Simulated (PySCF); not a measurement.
CH9ClOSi3, SMILES Cl[SiH2][Si@@H]([SiH3])OC.

The structure is a stationary point at B3LYP-D3(BJ)/def2-SVP. The structure was generated by enumeration; whether it is a known compound was not checked. The values are those of a single conformer.

Computed with PySCF with TDA-PBE0/def2-SVPD.

Vertical excitations. Isolated molecule, no solvent.

| state | energy (eV) | λ (nm) | f | main pairs |
|---|---|---|---|---|
| S1 | 5.06 | 245 | 0.013 | HOMO→LUMO 98 % |
| S2 | 5.99 | 207 | 0.033 | HOMO→LUMO+1 58 %, HOMO−1→LUMO 37 % |
| S3 | 6.08 | 204 | 0.048 | HOMO−1→LUMO 61 %, HOMO→LUMO+1 34 % |
| S4 | 6.54 | 190 | 0.073 | HOMO→LUMO+2 85 % |
| S5 | 6.54 | 189 | 0.002 | HOMO−2→LUMO 95 % |
| S6 | 6.67 | 186 | 0.014 | HOMO→LUMO+3 42 %, HOMO−3→LUMO 30 %, HOMO→LUMO+5 10 % |
| T1 | 4.48 | 277 | 0 | HOMO→LUMO 95 % |
| T2 | 5.29 | 234 | 0 | HOMO→LUMO+1 92 % |
Triplets are in the Tamm–Dancoff approximation.
